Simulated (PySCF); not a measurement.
C7H8ClO (doublet state).
Structure used (GFN2-xTB), in Å, numbered top down from 1:
```
atom  x, y, z in Å
C1    -2.0870   -1.0841    0.1390
C2    -1.3006   -0.0780    0.4677
C3    -0.1770    0.4338   -0.3864
C4    -0.4028    1.9055   -0.7486
C5     1.1299    0.2868    0.3669
O6     2.3265    0.1698   -0.3924
C7     1.8999   -0.9444    0.2969
C8     2.0698   -2.1753    0.5798
Cl9    3.0888   -3.4499    0.3387
H10   -1.9613   -1.6242   -0.7848
H11   -2.8887   -1.4125    0.7778
H12   -1.4443    0.4511    1.4006
H13   -0.1112   -0.1596   -1.3037
H14   -1.3160    2.0087   -1.3296
H15    0.4332    2.2792   -1.3348
H16   -0.4936    2.5084    0.1526
H17    1.2273    0.8966    1.2630
```

The hyperfine couplings belong to this conformer and change with its torsions.

As a line formula: `C=C[C@@H](C)[C@@H]1O/C1=[C]\Cl` [radical].

Computed, not measured: UKS B3LYP, pcH-1 on C Cl H O, non-relativistic, mean-field spin-orbit, GIAO (PySCF 2.14.0). One conformer (not necessarily the lowest) at the GFN2-xTB geometry, without solvent, vibrations or thermal averaging. The geometry wasn't refined by DFT: couplings that depend on bond lengths, twists or pyramidal angles can differ widely from those at the functional's own minimum. The SCF solution wasn't tested for stability.

Computed for the main isotopes (class means, splittings of 0.05 mT or more): g = 2.0060; Cl9 35Cl +28.9 MHz (1.03 mT); 4 first-order lines, 3.09 mT wide.

Question: What changes when 35Cl at Cl9 is replaced by 37Cl?

Answer: Only the nuclear moment changes in this model. The ratio of g factors is 0.45608/0.54792 = 0.8324, so a goes from +28.9 to +24.0 MHz (0.857 mT). Both isotopes have I = 3/2, so the 1:1:1:1 quartet keeps its form. The spectrum then has 4 first-order lines over 2.57 mT.

```
    -1.28    1 ##############################
    -0.43    1 ##############################
    +0.43    1 ##############################
    +1.28    1 ##############################
```
Columns: offset from centre (mT), relative intensity.

Question: Give position and intensity of the satellites from 13C at C8.

Answer: a = +454.2 MHz, or 16.18 mT in magnitude, and I = 1/2, so to first order each main line has two satellites, at ±8.09 mT. The isotope's abundance is about 1.07 %, shared among 2 lines, so each has 0.54 % of the main line's intensity. At 340 mT second-order shifts move them to lower field by up to 0.19 mT.

Question: Where do the 13C satellites of C7 appear, and how strong are they?

Answer: a = +76.2 MHz, or 2.71 mT in magnitude, and I = 1/2, so to first order each main line has two satellites, at ±1.36 mT. The isotope's abundance is about 1.07 %, shared among 2 lines, so each has 0.54 % of the main line's intensity.

Question: Give position and intensity of the satellites from 13C at C5.

Answer: a = +20.9 MHz, or 0.74 mT in magnitude, and I = 1/2, so to first order each main line has two satellites, at ±0.37 mT. The isotope's abundance is about 1.07 %, shared among 2 lines, so each has 0.54 % of the main line's intensity.

Main isotope only: 35Cl (natural samples also hold 24 % 37Cl, magnetic too, which adds its own pattern).

Time: 2.3 min of wall time (with the writing of density and orbital grids); peak memory 1.1 GiB. Hardware: an Arm Neoverse V1 with one thread, on a shared host.
